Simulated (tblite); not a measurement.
A geometry optimisation, step by step.

C₆H₁₀F₂Si.
SMILES with atom numbers: `[CH2:1]=[CH:2][CH2:3][C@H:4]([SiH3:5])/[C:6]([F:7])=[CH:8]/[F:9]` (hydrogens: H10, H11 on C1; H12 on C2; H13, H14 on C3; H15 on C4; H16, H17, H18 on Si5; H19 on C8)

Computed with GFN2-xTB (tblite), gas phase: L-BFGS steps from a force-field or distance-geometry start until the largest atomic force falls under 0.01 eV/Å. 7 of its 46 geometries are shown.

Step 0: E = -791.0882 eV, largest atomic force 2.000 eV/Å
```
atom  x, y, z in Å  |  force x, y, z in eV/Å
C1      2.876    0.907    0.169   -1.830   0.389  -0.571
C2      1.607    1.042   -0.287    1.809  -0.457   0.721
C3      0.799   -0.106   -0.818   -0.108   0.276  -0.352
C4     -0.393   -0.479    0.091   -0.098   0.187   0.220
Si5    -1.224   -2.123   -0.425   -0.301  -0.619  -0.445
C6     -1.417    0.627    0.178    0.521   0.092   0.883
F7     -1.989    1.058   -0.971    0.272  -0.370   0.090
C8     -1.749    1.242    1.321    0.115  -0.285  -0.575
F9     -2.653    2.232    1.339   -0.217   0.177   0.017
H10     3.377   -0.047    0.181   -0.016   0.107  -0.012
H11     3.412    1.772    0.536    0.006  -0.228  -0.047
H12     1.147    2.020   -0.272   -0.091  -0.120  -0.025
H13     0.423    0.181   -1.810   -0.104  -0.036   0.130
H14     1.446   -0.975   -0.977   -0.082   0.038   0.218
H15     0.006   -0.676    1.106   -0.196   0.399  -0.272
H16    -1.775   -2.011   -1.796    0.144   0.034   0.333
H17    -2.307   -2.469    0.524    0.261   0.187  -0.159
H18    -0.215   -3.217   -0.410   -0.204   0.396   0.029
H19    -1.380    1.033    2.313    0.120  -0.164  -0.184
```

Step 8: E = -791.2220 eV, largest atomic force 0.141 eV/Å
```
atom  x, y, z in Å  |  force x, y, z in eV/Å
C1      2.843    0.908    0.166    0.101  -0.027   0.023
C2      1.606    1.025   -0.278   -0.067   0.055  -0.038
C3      0.784   -0.104   -0.826    0.093   0.049   0.061
C4     -0.388   -0.478    0.104    0.046   0.041   0.069
Si5    -1.234   -2.119   -0.450   -0.044  -0.096  -0.046
C6     -1.372    0.629    0.204   -0.041  -0.044  -0.078
F7     -1.927    0.983   -0.977   -0.012   0.027  -0.044
C8     -1.747    1.244    1.318    0.008  -0.012  -0.030
F9     -2.668    2.226    1.335    0.033  -0.058   0.041
H10     3.367   -0.038    0.172   -0.079   0.043  -0.028
H11     3.405    1.752    0.536   -0.096  -0.064  -0.012
H12     1.123    1.995   -0.270   -0.027  -0.060   0.025
H13     0.395    0.188   -1.806   -0.019  -0.077   0.055
H14     1.425   -0.979   -0.946   -0.025  -0.025  -0.067
H15     0.007   -0.627    1.110    0.098  -0.051   0.087
H16    -1.776   -1.995   -1.804    0.050   0.055   0.088
H17    -2.289   -2.436    0.518    0.021   0.074  -0.032
H18    -0.212   -3.173   -0.407   -0.021   0.118  -0.018
H19    -1.353    1.008    2.294   -0.020   0.050  -0.056
```

Step 15: E = -791.2352 eV, largest atomic force 0.064 eV/Å
```
atom  x, y, z in Å  |  force x, y, z in eV/Å
C1      2.834    0.906    0.163    0.031  -0.012   0.020
C2      1.597    1.023   -0.280   -0.032   0.008   0.007
C3      0.786   -0.114   -0.819    0.028   0.012  -0.033
C4     -0.372   -0.483    0.124   -0.006   0.063   0.011
Si5    -1.232   -2.105   -0.446   -0.011  -0.047  -0.005
C6     -1.363    0.619    0.196   -0.025   0.027   0.002
F7     -1.908    0.960   -0.994   -0.003  -0.016  -0.019
C8     -1.745    1.239    1.303    0.005   0.009   0.043
F9     -2.673    2.212    1.341   -0.007  -0.018  -0.051
H10     3.348   -0.043    0.156    0.011   0.023  -0.012
H11     3.388    1.747    0.546   -0.016  -0.025   0.002
H12     1.098    1.983   -0.258   -0.013  -0.015   0.004
H13     0.375    0.167   -1.790   -0.022  -0.004  -0.048
H14     1.422   -0.989   -0.957    0.043  -0.016   0.000
H15     0.033   -0.626    1.129   -0.004  -0.013   0.015
H16    -1.765   -1.960   -1.798    0.016   0.050   0.015
H17    -2.292   -2.400    0.515   -0.033   0.005   0.017
H18    -0.198   -3.138   -0.414    0.016  -0.026  -0.008
H19    -1.342    1.011    2.275    0.021  -0.003   0.039
```

Step 22: E = -791.2379 eV, largest atomic force 0.033 eV/Å
```
atom  x, y, z in Å  |  force x, y, z in eV/Å
C1      2.829    0.903    0.164    0.017   0.010  -0.010
C2      1.594    1.021   -0.284   -0.016  -0.006   0.015
C3      0.788   -0.117   -0.825   -0.001  -0.019  -0.004
C4     -0.367   -0.483    0.126   -0.002   0.016   0.011
Si5    -1.231   -2.107   -0.439    0.006   0.028  -0.008
C6     -1.359    0.618    0.197   -0.001  -0.010   0.008
F7     -1.908    0.952   -0.993    0.000  -0.009   0.018
C8     -1.742    1.239    1.304   -0.008  -0.002   0.000
F9     -2.680    2.202    1.328    0.003  -0.004  -0.002
H10     3.352   -0.040    0.145   -0.004  -0.003  -0.011
H11     3.379    1.741    0.556   -0.004   0.015   0.015
H12     1.086    1.976   -0.250    0.006   0.010   0.004
H13     0.370    0.155   -1.797    0.002   0.009  -0.003
H14     1.431   -0.988   -0.961    0.011  -0.031  -0.001
H15     0.037   -0.625    1.132    0.021   0.007  -0.012
H16    -1.755   -1.928   -1.788   -0.006   0.006  -0.013
H17    -2.301   -2.390    0.517    0.005  -0.013   0.002
H18    -0.195   -3.139   -0.419   -0.021  -0.020   0.007
H19    -1.337    1.019    2.279   -0.007   0.017  -0.015
```

Step 30: E = -791.2390 eV, largest atomic force 0.015 eV/Å
```
atom  x, y, z in Å  |  force x, y, z in eV/Å
C1      2.830    0.905    0.162    0.009   0.001   0.003
C2      1.593    1.018   -0.283   -0.004   0.002   0.003
C3      0.791   -0.121   -0.828   -0.005  -0.001   0.002
C4     -0.361   -0.483    0.128   -0.006   0.007   0.007
Si5    -1.232   -2.103   -0.439    0.000   0.008   0.000
C6     -1.356    0.615    0.201    0.001  -0.005   0.001
F7     -1.912    0.942   -0.989    0.003  -0.010   0.006
C8     -1.743    1.239    1.305    0.004   0.003  -0.005
F9     -2.687    2.198    1.319    0.003  -0.007   0.004
H10     3.355   -0.035    0.133    0.012   0.001   0.001
H11     3.372    1.743    0.566    0.007   0.006  -0.002
H12     1.081    1.971   -0.243   -0.006   0.003   0.004
H13     0.374    0.152   -1.800   -0.003   0.002  -0.001
H14     1.433   -0.993   -0.962    0.005   0.001  -0.001
H15     0.051   -0.622    1.131   -0.004  -0.009  -0.002
H16    -1.753   -1.909   -1.788   -0.004  -0.005  -0.002
H17    -2.300   -2.391    0.516   -0.009   0.003   0.002
H18    -0.209   -3.149   -0.418   -0.002  -0.007  -0.006
H19    -1.337    1.032    2.282   -0.004   0.007  -0.013
```

Step 38: E = -791.2394 eV, largest atomic force 0.022 eV/Å
```
atom  x, y, z in Å  |  force x, y, z in eV/Å
C1      2.834    0.910    0.160    0.005   0.000   0.006
C2      1.595    1.018   -0.279   -0.001   0.001  -0.009
C3      0.794   -0.121   -0.825   -0.007  -0.006   0.012
C4     -0.358   -0.486    0.130   -0.015   0.007   0.007
Si5    -1.236   -2.102   -0.440    0.000   0.002  -0.005
C6     -1.355    0.611    0.202    0.001  -0.001   0.000
F7     -1.914    0.928   -0.989   -0.002  -0.002   0.008
C8     -1.742    1.242    1.302    0.000  -0.013   0.002
F9     -2.692    2.195    1.316    0.015  -0.009  -0.013
H10     3.367   -0.027    0.129   -0.004  -0.005  -0.010
H11     3.375    1.748    0.565   -0.004   0.012  -0.004
H12     1.078    1.968   -0.234    0.003   0.002   0.008
H13     0.374    0.153   -1.796    0.011   0.005   0.009
H14     1.436   -0.992   -0.962    0.003  -0.002   0.000
H15     0.053   -0.629    1.133   -0.006   0.006  -0.005
H16    -1.756   -1.907   -1.789   -0.007   0.004  -0.007
H17    -2.306   -2.386    0.514   -0.006   0.004   0.004
H18    -0.223   -3.156   -0.425    0.010  -0.006   0.003
H19    -1.333    1.042    2.279    0.005   0.002  -0.008
```

Step 45: E = -791.2397 eV, largest atomic force 0.009 eV/Å
```
atom  x, y, z in Å  |  force x, y, z in eV/Å
C1      2.839    0.914    0.159   -0.004   0.003  -0.005
C2      1.596    1.018   -0.272   -0.003  -0.002  -0.002
C3      0.796   -0.122   -0.820   -0.004  -0.005   0.003
C4     -0.357   -0.491    0.132   -0.004  -0.004  -0.002
Si5    -1.240   -2.103   -0.443    0.003   0.003   0.000
C6     -1.355    0.605    0.202   -0.003   0.002  -0.003
F7     -1.919    0.916   -0.988   -0.006  -0.001  -0.007
C8     -1.740    1.241    1.300    0.003   0.005   0.000
F9     -2.692    2.191    1.308    0.000   0.007   0.002
H10     3.376   -0.020    0.120    0.000   0.004  -0.002
H11     3.376    1.757    0.560    0.006  -0.004   0.001
H12     1.077    1.966   -0.221   -0.003  -0.002   0.006
H13     0.378    0.155   -1.790    0.006  -0.003   0.002
H14     1.439   -0.993   -0.960    0.002   0.001   0.005
H15     0.050   -0.633    1.136   -0.001  -0.002  -0.004
H16    -1.762   -1.903   -1.791    0.001   0.002   0.003
H17    -2.313   -2.378    0.513    0.005  -0.002  -0.005
H18    -0.232   -3.162   -0.429   -0.001   0.004   0.004
H19    -1.326    1.051    2.276    0.002  -0.005   0.005
```

Q: Summarise the path.

A: The energy falls by 14.62 kJ/mol from step 0 to step 45; nine tenths of that is first reached at step 9. It falls at every step. The largest force goes from 2.000 to 0.009 eV/Å. Among the bonds C1=C2 changes most, from 1.355 to 1.319 Å; the atoms move by 0.071 Å rms after alignment.

Q: Follow the three bonds and two angles with the largest change from start to end.

A: 
| step | E above end (kJ/mol) | largest force (eV/Å) | C1=C2 (Å) | C4–C6 (Å) | Si5–H18 (Å) | Si5–C4–H15 (°) | C4–C6–F7 (°) |
| --- | --- | --- | --- | --- | --- | --- | --- |
| 0 | 14.62 | 2.000 | 1.355 | 1.510 | 1.489 | 104.5 | 118.1 |
| 2 | 6.40 | 0.507 | 1.320 | 1.497 | 1.474 | 105.0 | 117.4 |
| 4 | 3.79 | 0.327 | 1.324 | 1.490 | 1.461 | 106.0 | 116.0 |
| 6 | 2.64 | 0.211 | 1.319 | 1.488 | 1.462 | 107.1 | 114.6 |
| 8 | 1.71 | 0.141 | 1.320 | 1.484 | 1.469 | 107.9 | 114.1 |
| 10 | 1.09 | 0.117 | 1.321 | 1.482 | 1.467 | 108.5 | 114.1 |
| 12 | 0.74 | 0.100 | 1.320 | 1.484 | 1.461 | 109.0 | 114.3 |
| 14 | 0.52 | 0.072 | 1.319 | 1.484 | 1.461 | 109.2 | 114.4 |
| 16 | 0.36 | 0.067 | 1.320 | 1.484 | 1.464 | 109.0 | 114.4 |
| 18 | 0.28 | 0.038 | 1.320 | 1.484 | 1.464 | 108.9 | 114.3 |
| 20 | 0.23 | 0.047 | 1.319 | 1.484 | 1.463 | 108.9 | 114.3 |
| 22 | 0.17 | 0.033 | 1.319 | 1.484 | 1.463 | 109.0 | 114.4 |
| 23 | 0.16 | 0.035 | 1.320 | 1.483 | 1.463 | 109.1 | 114.4 |
| 25 | 0.12 | 0.033 | 1.320 | 1.482 | 1.464 | 109.3 | 114.4 |
| 27 | 0.09 | 0.025 | 1.320 | 1.483 | 1.463 | 109.5 | 114.3 |
| 29 | 0.08 | 0.014 | 1.319 | 1.484 | 1.463 | 109.5 | 114.3 |
| 31 | 0.07 | 0.014 | 1.319 | 1.484 | 1.463 | 109.5 | 114.3 |
| 33 | 0.06 | 0.018 | 1.320 | 1.484 | 1.464 | 109.5 | 114.2 |
| 35 | 0.05 | 0.023 | 1.320 | 1.484 | 1.463 | 109.5 | 114.1 |
| 37 | 0.04 | 0.019 | 1.320 | 1.484 | 1.463 | 109.5 | 114.1 |
| 39 | 0.03 | 0.024 | 1.319 | 1.485 | 1.462 | 109.5 | 114.1 |
| 41 | 0.01 | 0.017 | 1.319 | 1.484 | 1.463 | 109.6 | 114.1 |
| 43 | 0.00 | 0.015 | 1.320 | 1.483 | 1.463 | 109.6 | 114.1 |
| 45 | 0.00 | 0.009 | 1.319 | 1.484 | 1.463 | 109.6 | 114.1 |

The cost below is that of the whole relaxation. On an Arm Neoverse V2 with one thread, no GPU (shared host), this took 0.29 s of wall time.
